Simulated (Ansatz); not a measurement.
`O[SiH2]O[SiH2]O`, charge 0, multiplicity 1.

(1) Give a relaxed structure at PBE0-D4/def2-TZVP (Ansatz 0.2.0). (Estimate.)

Results:

(1) The calculation gave: 
Cartesian coordinates in Å:
```
O -1.8753 -0.6431 -0.2766
Si -0.5248 -1.4829 0.1421
O 0.7294 -0.4810 0.4312
Si 1.2919 0.9981 0.0164
O 0.0795 2.0952 -0.1068
H -2.3455 -0.1876 0.4236
H -0.2266 -2.3401 -1.0249
H -0.7501 -2.2703 1.3777
H 2.1703 1.4855 1.0977
H 2.0144 0.8657 -1.2746
H -0.5632 1.9605 -0.8058
```
This is one stationary point; other conformers may exist.
